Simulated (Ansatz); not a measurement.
Ansatz (a quantum-chemistry and plane-wave program) input (MP2/6-311+G**): The .json file is the Basis Set Exchange's 6-311+G**.

Ansatz 0.2 input:
```yaml
crystal:
  periodic: [false, false, false]
  atoms:
    - {symbol: F, position_ang: [1.90424900, -0.74134600, 0.38562900]}
    - {symbol: Si, position_ang: [1.02145600, 0.57823900, 0.64948700]}
    - {symbol: O, position_ang: [-0.35862200, 0.46895000, -0.20227900]}
    - {symbol: Si, position_ang: [-1.71574700, -0.36433400, -0.62799200]}
    - {symbol: H, position_ang: [1.79961400, 1.73074300, 0.11043900]}
    - {symbol: H, position_ang: [-1.37996700, -1.35429800, -1.67318300]}
    - {symbol: H, position_ang: [-2.26899300, -1.05762900, 0.55683300]}
    - {symbol: H, position_ang: [-2.69983900, 0.60701800, -1.14745000]}
basis:
  gaussian:
    orbitals: 6-311+G__.json
magnetization: {spin_polarized: true, initial_magnetization: 1}
correlation: {method: mp2, electrons: outside_noble_gas}
```

Output:

```
Functional definition: HF
integrals: 0.12 GiB planned
987 factors; integrals over basis functions are off by at most 7.0e-4 eV
mean field: 0.51 GiB planned
mean field evaluation 1: about -20531.3446 eV, gradient 3.2e1 eV
mean field evaluation 2: about -20531.3467 eV, gradient 3.2e1 eV
mean field evaluation 4: about -20535.4433 eV, gradient 2.7e0 eV
mean field evaluation 8: about -20535.5367 eV, gradient 1.9e-1 eV
mean field -20535.53753296 eV, -754.6670848489 hartree, gradient 4.7e-6 eV, S^2 0.753843; 0 other end points of the search recorded, 0 dependent functions left out
12 core orbitals not correlated
reference -20535.53753296 eV, -754.6670848489 hartree; 13, 12 occupied and 105, 106 virtual orbitals, 987 factors
second order -15.95639243 eV of doubles, -0.00000000 eV of singles
Total energy: -20551.49392538 eV, -755.2534714550 hartree
```

The geometry given is a B3LYP-D3(BJ)/def2-TZVP minimum.
